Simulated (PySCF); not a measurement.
## How the method changes the constants of MgGa⁻

State: ³Σ⁻ (triplet), unpaired electrons π ↑↑. Set-up: PySCF, no relativity, basis sets Mg aug-pcseg-1, Ga aug-pcseg-1. De refers to Mg + Ga⁻ in their high-spin ground configurations, without counterpoise correction. The functionals are run spin-unrestricted. A positive dipole points towards Ga; it is taken about the centre of mass and depends on that origin.

```
       Level  Re (Å)  ωe (cm⁻¹)  De (eV)  μ (D)  CPU s a point (SCF and correlation, without the integrals)
        ROHF   3.052        109      n/a   1.18                                                        0.13
    ROHF-MP2   2.770        187     0.72    n/a                                                        0.26
ROHF-SCS-MP2   2.805        172      n/a    n/a                                                         n/a
   ROHF-CCSD   2.850        163     0.57    n/a                                                         n/a
ROHF-CCSD(T)   2.811        178     0.66    n/a                                                         7.5
         LDA   2.664        215     1.20   1.60                                                        0.44
         PBE   2.732        199     1.00   1.85                                                        0.82
        PW91   2.725        200     1.01   1.79                                                        0.57
      r²SCAN   2.683        216     1.11   1.94                                                         1.1
        PBE0   2.731        198     0.93   1.81                                                         1.2
       B97-3   2.761        188     0.80   2.04                                                        0.71
```

Question: Which functional lies closest to ROHF-CCSD(T) in De, which farthest, and by how much do they differ from it?

Answer: Closest is B97-3 (-5.0 pm in Re, +5.6 % in ωe, +0.14 eV in De against ROHF-CCSD(T) in the same basis), farthest LDA (-14.7 pm in Re, +20.8 % in ωe, +0.54 eV in De). CCSD(T) converges more slowly with the basis than the functionals do and binds too weakly in this one, so the order can change at the basis-set limit.

Question: What does the step from GGA to meta-GGA do here, going from PBE to r²SCAN?

Answer: r²SCAN less PBE: -4.9 pm in Re, +8.5 % in ωe, +0.11 eV in De. 

Question: What does the gradient correction do here, going from LDA to PBE?

Answer: PBE less LDA: +6.8 pm in Re, -7.4 % in ωe, -0.20 eV in De. The gradient correction favours the more uneven density of free atoms, so it tends to lengthen bonds and takes away much of the overbinding of LDA; so it does here.

Correlated steps freeze 10 core orbitals. Correlated levels converge slowly with the basis: in double zeta they bind strong bonds too weakly, by up to about 1 eV, and carry superposition errors of some tenths. Spin–orbit coupling is left out. For an ion De counts to the pair picked by the measured ionisation energies or electron affinities, which need not be the lowest pair at this level. The highest Kohn–Sham level is positive in this anion. Much of that is self-interaction error, but it also means that the finite basis helps to hold the extra electron. UHF is strongly spin-contaminated for MgGa⁻, so the ROHF reference used there is far from stable. The state was picked by a PBE0 search and need not be the measured ground state.

The whole job (state search and all levels along the bond) took about 2.9 min on 1 thread of Oxide Virtual Turin-like (shared host), peak memory 0.6 GiB.
